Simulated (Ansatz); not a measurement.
Clusters of 3 atoms, halide: PBE-D4/def2-TZVPD single points in Ansatz on relaxed structures, gas phase. Each cluster is the lowest isomer that a short search found in that spin, judged at the geometry's level, and lower ones may exist. Core potentials for Cd, Hg, I, Rb, no spin–orbit coupling. HOMO and LUMO are taken over both spins. Binding counts from free atoms in the multiplicity of their measured ground term, without zero-point energy. Singlets are spin-restricted. A dash marks a value that wasn't run or was left out as unsound. The structures are stationary points that may keep the symmetry of their start. Remarks come from the PBE and PBE0 runs and from stability tests at other levels; not every state was tested. A HOMO above zero means that the electron is unbound at that level and held by the basis, or that self-interaction error raises the level; the energy of removing that electron tells which. HOMO above LUMO (over both spins in singlets and doublets, within one spin in higher multiplets; at PBE or PBE0), or a gap under 0.15 eV within one spin, warns that the state may not be the lowest or that an electron is smeared out.

```csv
species,atoms,state,geometry,HOMO (eV),LUMO (eV),gap (eV),binding per atom (eV),lowest of the spins relaxed,point group (within 0.1 Å),remarks
KCl2⁻,3,singlet,PBE0-D4/def2-TZVPD,-1.69,–,–,–,"singlet, of singlet/triplet/quintet",D∞h,"HOMO above zero (triplet), gap within one spin near zero at PBE or PBE0 (triplet), HOMO above zero (quintet)"
CdF2,3,singlet,r2SCAN-D4/def2-TZVP,-8.30,-3.44,4.86,2.41,–,D∞h,–
HgBr2⁻,3,doublet,r2SCAN-D4/def2-TZVPD,-0.48,0.00,0.47,–,"doublet, of doublet/quartet",C2v,"HOMO above zero (quartet), gap within one spin near zero at PBE or PBE0 (quartet)"
Rb2Cl,3,doublet,PBE-D4/def2-TZVP,-2.28,-1.71,0.57,1.68,–,C2v,–
KBr2,3,doublet,PBE-D4/def2-TZVP,-5.26,-4.41,0.85,1.82,–,C2v,gap within one spin near zero at PBE or PBE0 (quartet)
LiI2⁻,3,singlet,r2SCAN-D4/def2-TZVPD,-1.83,–,–,–,"singlet, of singlet/triplet",D∞h,"HOMO above zero (triplet), HOMO above zero (quintet)"
Cu2I,3,doublet,r2SCAN-D4/def2-TZVP,-4.34,-3.73,0.61,1.51,–,C2v,–
```

The gap (eV) runs from 0.47 (HgBr2⁻) to 4.86 (CdF2).
